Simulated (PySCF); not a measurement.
**Vertical excitation energies**

C₅H₉ClO₂.
SMILES: `CC(C)(Cl)CC(=O)O`

The calculation used PySCF, TDDFT PBE0/def2-SVPD, vertical, gas phase, core orbitals frozen in the response. The structure is a single GFN2-xTB conformer in the gas phase; no vibrational or solvent corrections. Torsions of this conformer, `[CH3:1][C:2]([CH3:3])([Cl:4])[CH2:5][C:6](=[O:7])[OH:8]`: C1–C2–C5–C6 63°, C2–C5–C6–O7 0°, H–O8–C6–C5 180°.

```csv
state,E (eV),λ (nm),ν̃ (cm⁻¹),f,|μ| (D),symmetry,"main configurations (H = HOMO, L = LUMO)"
S1,5.90,210.3,47560,0.0001,0.06,–,"H→L (70%), H-2→L (27%)"
S2,7.19,172.5,57970,0.0001,0.06,–,H-1→L+2 (92%)
S3,7.24,171.3,58390,0.0017,0.25,–,"H-2→L+2 (33%), H-1→L (32%), H→L+2 (32%)"
S4,7.27,170.5,58660,0.0006,0.14,–,"H-1→L (67%), H→L+2 (19%), H-2→L+2 (12%)"
S5,7.29,170.2,58770,0.0003,0.10,–,"H-2→L (69%), H→L (27%)"
S6,7.48,165.8,60330,0.083,1.71,A′,"H→L+1 (75%), H-2→L+1 (18%)"
```

Triplets, Tamm–Dancoff:

| state | E (eV) | λ (nm) | main configurations (H = HOMO, L = LUMO) |
| --- | --- | --- | --- |
| T1 | 5.36 | 231.4 | H→L (69%), H-2→L (27%) |
| T2 | 6.25 | 198.3 | H-3→L (89%) |

The lowest singlet comes at 210 nm (569 kJ/mol) in the ultraviolet; it is dark (f under 0.0005); its leading configuration is HOMO→LUMO (70%). The most intense listed level is S6 at 7.48 eV (166 nm, f = 0.083), 1.58 eV above S1. It is the last of those listed, so stronger ones may follow. Löwdin shares by element: HOMO oxygen 47%, chlorine 31%, carbon 9% or more; LUMO carbon 48% or more, oxygen 42%. Orbital energies (eV): HOMO-3 -9.77, HOMO-2 -8.61, HOMO-1 -8.45, HOMO -8.40, LUMO -0.27, LUMO+1 0.24, LUMO+2 0.40. Weighted by f, the mean energy of these states is 7.47 eV. The oscillator strengths of these states sum to 0.086; summed over the whole spectrum of an exact calculation they would give the number of electrons, 72 (Thomas–Reiche–Kuhn). Symmetry labels in Cs follow from the direction of the transition dipole and are given only for states with f of 0.002 or more. Only the lowest 6 singlets were computed, as vertical energies without vibronic structure.
